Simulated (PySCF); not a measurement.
C$_{3}$H$_{9}$BeNO (SMILES C[O][Be][N](C)C), singlet, at a GFN2-xTB geometry (such geometries of metal compounds can be far from the true shape), atoms displaced at random by about 0.08 Å a coordinate; DF-PBE/STO-3G, gradient in PySCF.

PySCF was given this input:
```python
from pyscf import gto, scf, dft

mol = gto.Mole()
mol.atom = '''
    Be    0.17755614    0.05007390   -0.33189411
    O     0.58454760   -0.46424840   -1.75940864
    C     0.97344419   -0.56129581   -2.82656823
    H     0.70578065    0.02026646   -3.54258252
    H     1.89969599   -0.55099656   -2.85998261
    H     0.76320976   -1.82230075   -3.18437984
    N    -0.33538643    0.23162085    1.06450336
    C    -1.15798853    1.39038225    1.27619007
    C    -0.16643517   -0.49757140    2.09775140
    H    -2.12039271    1.16739205    1.90852313
    H    -0.57759708    2.13968634    2.23729041
    H    -1.22665898    1.96767338    0.50612202
    H     0.42575246   -0.00593920    3.13793090
    H    -1.26447270   -0.96486393    2.68448917
    H     0.36471914   -1.40425883    1.92661171
'''
mol.basis = 'sto-3g'
mol.verbose = 4
mol.build()

mf = dft.RKS(mol)
mf.xc = 'pbe'
mf = mf.density_fit(auxbasis='def2-universal-jkfit')
mf.kernel()
g = mf.nuc_grad_method()
grad = g.kernel()
```

It wrote (shortened):

```
PySCF version 2.14.0

[INPUT] verbose = 4
[INPUT] num. atoms = 15
[INPUT] num. electrons = 46
[INPUT] charge = 0
[INPUT] spin (= nelec alpha-beta = 2S) = 0
[INPUT] symmetry False subgroup None
[INPUT] Mole.unit = angstrom
[INPUT] Symbol           X                Y                Z      unit          X                Y                Z       unit  Magmom
[INPUT]  1 Be     0.177556140000   0.050073900000  -0.331894110000 AA    0.335532476335   0.094625956989  -0.627188970256 Bohr   0.0
[INPUT]  2 O      0.584547600000  -0.464248400000  -1.759408640000 AA    1.104634870772  -0.877302329768  -3.324800470793 Bohr   0.0
[INPUT]  3 C      0.973444190000  -0.561295810000  -2.826568230000 AA    1.839542916649  -1.060695355766  -5.341439827097 Bohr   0.0
[INPUT]  4 H      0.705780650000   0.020266460000  -3.542582520000 AA    1.333732132518   0.038298058914  -6.694510736472 Bohr   0.0
[INPUT]  5 H      1.899695990000  -0.550996560000  -2.859982610000 AA    3.589905141034  -1.041232593977  -5.404583853919 Bohr   0.0
[INPUT]  6 H      0.763209760000  -1.822300750000  -3.184379840000 AA    1.442257421995  -3.443649334090  -6.017605774186 Bohr   0.0
[INPUT]  7 N     -0.335386430000   0.231620850000   1.064503360000 AA   -0.633788498596   0.437699971239   2.011619809079 Bohr   0.0
[INPUT]  8 C     -1.157988530000   1.390382250000   1.276190070000 AA   -2.188281177088   2.627441660957   2.411649715190 Bohr   0.0
[INPUT]  9 C     -0.166435170000  -0.497571400000   2.097751400000 AA   -0.314516888795  -0.940273673416   3.964175623423 Bohr   0.0
[INPUT] 10 H     -2.120392710000   1.167392050000   1.908523130000 AA   -4.006961498424   2.206051254495   3.606586018098 Bohr   0.0
[INPUT] 11 H     -0.577597080000   2.139686340000   2.237290410000 AA   -1.091500291548   4.043421175073   4.227866136016 Bohr   0.0
[INPUT] 12 H     -1.226658980000   1.967673380000   0.506122020000 AA   -2.318049520438   3.718363790797   0.956432003412 Bohr   0.0
[INPUT] 13 H      0.425752460000  -0.005939200000   3.137930900000 AA    0.804555546260  -0.011223461399   5.929829998810 Bohr   0.0
[INPUT] 14 H     -1.264472700000  -0.964863930000   2.684489170000 AA   -2.389507094989  -1.823328575172   5.072949315661 Bohr   0.0
[INPUT] 15 H      0.364719140000  -1.404258830000   1.926611710000 AA    0.689219286987  -2.653664596702   3.640768480280 Bohr   0.0

nuclear repulsion = 210.477769524949
number of shells = 27
number of NR pGTOs = 117
number of NR cGTOs = 39
basis = sto-3g
ecp = {}

******** <class 'pyscf.df.df_jk.DFRKS'> ********
method = DFRKS
initial guess = minao
damping factor = 0
level_shift factor = 0
DIIS = <class 'pyscf.scf.diis.CDIIS'>
diis_start_cycle = 1
diis_space = 8
diis_damp = 0
SCF conv_tol = 1e-09
SCF conv_tol_grad = None
SCF max_cycles = 50
direct_scf = False
XC library pyscf.dft.libxc version 7.1.2
    S. Lehtola, C. Steigemann, M. J. T. Oliveira, and M. A. L. Marques,  SoftwareX 7, 1–5 (2018)
XC functionals = pbe
    J. P. Perdew, K. Burke, and M. Ernzerhof,  Phys. Rev. Lett. 77, 3865 (1996)
    J. P. Perdew, K. Burke, and M. Ernzerhof,  Phys. Rev. Lett. 78, 1396 (1997)
    J. P. Perdew, K. Burke, and M. Ernzerhof,  Phys. Rev. Lett. 77, 3865 (1996)
    J. P. Perdew, K. Burke, and M. Ernzerhof,  Phys. Rev. Lett. 78, 1396 (1997)
radial grids:
    Treutler-Ahlrichs [JCP 102, 346 (1995); DOI:10.1063/1.469408] (M4) radial grids

becke partition: Becke, JCP 88, 2547 (1988); DOI:10.1063/1.454033
pruning grids: <function nwchem_prune>
grids dens level: 3
symmetrized grids: False
atomic radii adjust function: <function treutler_atomic_radii_adjust>
small_rho_cutoff = 0
Set gradient conv threshold to 3.16228e-05
Initial guess from minao.
tot grids = 172336
init E= -261.534630012671
  HOMO = -0.23358613931052  LUMO = -0.0314094236658957  gap/eV = 5.50151
cycle= 1 E= -260.355985999256  delta_E= 1.18  |g|= 0.633  |ddm|= 5.07
  HOMO = 0.0399482422339057  LUMO = 0.128534738905224  gap/eV = 2.41056
cycle= 2 E= -259.299856269781  delta_E= 1.06  |g|= 2.11  |ddm|= 3.02
  HOMO = -0.0465647353427738  LUMO = 0.100571372138891  gap/eV = 4.00378
cycle= 3 E= -260.442221007017  delta_E= -1.14  |g|= 0.388  |ddm|= 2.35
  HOMO = -0.0890919783553848  LUMO = 0.0796487759270634  gap/eV = 4.59167
cycle= 4 E= -260.483202361924  delta_E= -0.041  |g|= 0.146  |ddm|= 0.688
  HOMO = -0.0918120391873445  LUMO = 0.0689802437093919  gap/eV = 4.37538
cycle= 5 E= -260.489057228909  delta_E= -0.00585  |g|= 0.0313  |ddm|= 0.179
  HOMO = -0.0925209454346039  LUMO = 0.0717975687660001  gap/eV = 4.47133
cycle= 6 E= -260.489496097363  delta_E= -0.000439  |g|= 0.00583  |ddm|= 0.0556
  HOMO = -0.0927340670261944  LUMO = 0.0715042189610859  gap/eV = 4.46915
cycle= 7 E= -260.489507910095  delta_E= -1.18e-05  |g|= 0.00163  |ddm|= 0.0103
  HOMO = -0.0927584525258921  LUMO = 0.0714939656398329  gap/eV = 4.46954
cycle= 8 E= -260.489508701199  delta_E= -7.91e-07  |g|= 0.000394  |ddm|= 0.00232
  HOMO = -0.0927706695790214  LUMO = 0.0715093547420063  gap/eV = 4.47029
cycle= 9 E= -260.489508761249  delta_E= -6.01e-08  |g|= 8.68e-05  |ddm|= 0.000687
  HOMO = -0.0927744028051857  LUMO = 0.0715069698565871  gap/eV = 4.47032
cycle= 10 E= -260.48950876376  delta_E= -2.51e-09  |g|= 1.98e-05  |ddm|= 0.000149
  HOMO = -0.0927737789840254  LUMO = 0.0715057954094777  gap/eV = 4.47027
cycle= 11 E= -260.489508763912  delta_E= -1.52e-10  |g|= 4.28e-06  |ddm|= 3.83e-05
  HOMO = -0.092773301447613  LUMO = 0.0715068387671679  gap/eV = 4.47029
Extra cycle  E= -260.489508763908  delta_E= 4.32e-12  |g|= 6.05e-06  |ddm|= 1.67e-05
converged SCF energy = -260.489508763908

******** <class 'pyscf.df.grad.rks.Gradients'> for <class 'pyscf.df.df_jk.DFRKS'> ********
unit = Eh/Bohr
grid_response = False
--------------- DFRKS gradients ---------------
         x                y                z
0 Be    -0.0345766169     0.0435458731     0.1123532155
1 O     0.2269676902    -0.1056993238    -0.5785666510
2 C    -0.0101986600     0.2363759029     0.3061564181
3 H     0.0696867588    -0.1042542473     0.1365088300
4 H    -0.2499998143    -0.0000844052     0.0275108791
5 H    -0.0082724392    -0.0633264567     0.0083521613
6 N     0.0230530114    -0.1050777630     0.1727281977
7 C    -0.0156740207     0.0099728436    -0.2425623808
8 C     0.0153728940     0.1236125396    -0.2881273233
9 H    -0.0201895886    -0.0004645986     0.0377252318
10 H     0.0305389283     0.0436784067     0.0660130425
11 H     0.0236438544    -0.0919852634     0.1288411190
12 H     0.0325434088     0.0166848230     0.0629336331
13 H    -0.0598847564    -0.0338696216     0.0391085794
14 H    -0.0229911372     0.0308885549     0.0111386057
----------------------------------------------
```
